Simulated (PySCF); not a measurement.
Computed data sheet: `C#C[C@H](C)C(F)=C(F)F`

Species: C6H5F3.
Structure used (PBE0-D3(BJ)/def2-SVP), in Å, numbered top down from 1:
```xyz
14
C6H5F3 angstrom
C      1.739    1.742    0.824
C      1.100    0.734    0.625
C      0.353   -0.497    0.362
C      0.721   -1.106   -0.999
C     -1.132   -0.309    0.521
F     -1.751   -1.235    1.261
C     -1.868    0.646   -0.045
F     -1.360    1.577   -0.815
F     -3.161    0.774    0.099
H      2.295    2.643    1.006
H      0.619   -1.220    1.153
H      0.461   -0.411   -1.809
H      1.800   -1.310   -1.050
H      0.175   -2.048   -1.152
```

Among its groups: alkyne, C=C double bond and C–F bond.

PBE0-D3(BJ)/def2-SVP geometry optimisation, gas phase (PySCF):

* Point group: C1
* Rotational constants A, B, C: 2.134, 1.260, 1.021 GHz

**B3LYP/def2-SVPD ground state and vertical TDDFT (core frozen in the response) (PySCF)**

- Dipole moment: 1.73 D
- HOMO energy: -7.12 eV
- LUMO energy: -0.09 eV
- HOMO–LUMO gap: 7.03 eV
- Lowest singlet excitation: 6.34 eV (196 nm, f = 0.016)
- Strongest line among the 6 lowest singlet transitions: S6 at 6.87 eV (180 nm, f = 0.031)
- Static isotropic polarisability: 72.3 au
- Electronic spatial extent ⟨r²⟩ about the centre of nuclear charge: 1178 bohr²

Monoisotopic mass from the formula: 134.0343 u.

S1 lies 0.69 eV below the HOMO–LUMO gap; its leading configuration is HOMO→LUMO+1, weight 0.43, beside HOMO→LUMO, weight 0.39. The polarisability is 10.71 Å³ as a volume (1 au = 0.148185 Å³), or 1.06 au for each of the 68 electrons. In atomic units the dipole is 0.68 e·bohr (1 au = 2.5417 D). The largest Löwdin shares of the HOMO are 0.28 on C5, 0.26 on C7, 0.12 on F6 and 0.10 on F9. With B = h/(8π²I), that is 505.379 GHz u Å² over I, the principal moments of inertia are 236.9, 401.0 and 495.2 u Å² (most abundant isotopes); the inertial defect Ic − Ia − Ib is -142.7 u Å² (zero for a rigid planar frame, negative otherwise). The rotational constants make it an asymmetric top with κ = (2B − A − C)/(A − C) = -0.57, nearer the prolate limit (−1).

For the TDDFT job (B3LYP/def2-SVPD), the run took 45 s wall on Intel Xeon Platinum 8488C, one thread, shared host, and the process peaked at 0.95 GiB of memory.

One conformer stands for the species.
